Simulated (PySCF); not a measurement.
HN₂ (SMILES N#[NH+]), charge +1, singlet, geometry from GFN2-xTB; HF/def2-TZVP (PySCF).

The PySCF input:
```python
from pyscf import gto, scf

mol = gto.M(
    atom='''
N    -0.000000   -0.000000   -0.435395
N     0.000000    0.000000    0.644830
H    -0.000000   -0.000000   -1.466046
''',
    basis='def2-tzvp',
    charge=1,
    spin=0,
    verbose=4,
)

mf = scf.RHF(mol)
mf.kernel()
```

Output, abridged:

```
PySCF version 2.14.0

[INPUT] verbose = 4
[INPUT] num. atoms = 3
[INPUT] num. electrons = 14
[INPUT] charge = 1
[INPUT] spin (= nelec alpha-beta = 2S) = 0
[INPUT] symmetry False subgroup None
[INPUT] Mole.unit = angstrom
[INPUT] Symbol           X                Y                Z      unit          X                Y                Z       unit  Magmom
[INPUT]  1 N      0.000000000000   0.000000000000  -0.435395000000 AA    0.000000000000   0.000000000000  -0.822777306005 Bohr   0.0
[INPUT]  2 N      0.000000000000   0.000000000000   0.644830000000 AA    0.000000000000   0.000000000000   1.218552096903 Bohr   0.0
[INPUT]  3 H      0.000000000000   0.000000000000  -1.466046000000 AA    0.000000000000   0.000000000000  -2.770425426014 Bohr   0.0

nuclear repulsion = 29.3528792638843
number of shells = 26
number of NR pGTOs = 100
number of NR cGTOs = 68
basis = def2-tzvp
ecp = {}

******** <class 'pyscf.scf.hf.RHF'> ********
method = RHF
initial guess = minao
damping factor = 0
level_shift factor = 0
DIIS = <class 'pyscf.scf.diis.CDIIS'>
diis_start_cycle = 1
diis_space = 8
diis_damp = 0
SCF conv_tol = 1e-09
SCF conv_tol_grad = None
SCF max_cycles = 50
direct_scf = True
direct_scf_tol = 1e-13
Set gradient conv threshold to 3.16228e-05
Initial guess from minao.
init E= -109.809933540419
  HOMO = -0.491796115435811  LUMO = 0.0413223744902507  gap/eV = 14.50689
cycle= 1 E= -109.094839073699  delta_E= 0.715  |g|= 0.572  |ddm|= 1.42
  HOMO = -1.05527067357212  LUMO = -0.275143156844866  gap/eV = 21.22835
cycle= 2 E= -109.167663866845  delta_E= -0.0728  |g|= 0.305  |ddm|= 0.448
  HOMO = -0.998673697505853  LUMO = -0.202296563041178  gap/eV = 21.67053
cycle= 3 E= -109.181190135564  delta_E= -0.0135  |g|= 0.0897  |ddm|= 0.164
  HOMO = -0.982081246092229  LUMO = -0.182163108203567  gap/eV = 21.76688
cycle= 4 E= -109.18276381405  delta_E= -0.00157  |g|= 0.0298  |ddm|= 0.0546
  HOMO = -0.982116336969517  LUMO = -0.181641893113785  gap/eV = 21.78202
cycle= 5 E= -109.182953513055  delta_E= -0.00019  |g|= 0.00345  |ddm|= 0.0214
  HOMO = -0.982105264457105  LUMO = -0.181583712910335  gap/eV = 21.78330
cycle= 6 E= -109.182959701933  delta_E= -6.19e-06  |g|= 0.00111  |ddm|= 0.00506
  HOMO = -0.982149628365849  LUMO = -0.181629546658058  gap/eV = 21.78326
cycle= 7 E= -109.182960050046  delta_E= -3.48e-07  |g|= 0.000185  |ddm|= 0.00174
  HOMO = -0.982139651008202  LUMO = -0.181629934775115  gap/eV = 21.78298
cycle= 8 E= -109.182960057925  delta_E= -7.88e-09  |g|= 1.5e-05  |ddm|= 0.000253
  HOMO = -0.982138249943043  LUMO = -0.181628973744278  gap/eV = 21.78297
cycle= 9 E= -109.182960057993  delta_E= -6.81e-11  |g|= 1.39e-06  |ddm|= 2.46e-05
  HOMO = -0.982138096911979  LUMO = -0.181628895193488  gap/eV = 21.78296
Extra cycle  E= -109.182960057993  delta_E= -1.71e-13  |g|= 4.88e-07  |ddm|= 4.63e-06
converged SCF energy = -109.182960057993
```
